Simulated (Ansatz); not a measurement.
```yaml
crystal:
  periodic: [false, false, false]
  atoms:
    - {symbol: Ge, position_ang: [2.086472, 0.965087, 1.965321]}
    - {symbol: Ge, position_ang: [0.560037, -2.297969, 0.077263]}
    - {symbol: Ge, position_ang: [-0.701562, -0.188038, 0.455648]}
    - {symbol: Te, position_ang: [1.257363, 1.304769, -0.757151]}
    - {symbol: Te, position_ang: [-3.073728, 0.383331, -0.506329]}
    - {symbol: Te, position_ang: [-0.102596, -4.417657, -0.805870]}
    - {symbol: Te, position_ang: [2.893422, -1.387049, 0.667223]}
    - {symbol: Te, position_ang: [-2.037896, 1.700597, -2.698962]}
    - {symbol: Te, position_ang: [-0.407628, 0.448349, 2.922157]}
    - {symbol: Te, position_ang: [-0.473883, 3.488580, -1.319290]}
basis:
  gaussian: {orbitals: def2-TZVP, initial_orbitals: start.molden}
hamiltonian: {xc: pbe0, dispersion: d4}
scf: {omitted_lower_state_checks: [starts]}
output: {orbitals: {seedname: orbitals}}
```

The file start.molden holds the orbitals of an earlier run on this structure, at another level or in another basis.

```sh
$ ansatz run in.yaml --threads 4 --pin off --events-out ev --progress --plain --max-ram 6963MiB
```

**Question.** Does this run fit into the memory that it is given?

**Answer.** No. It has 494 basis functions, and Ansatz plans for 9 GiB where 7 GiB are given.
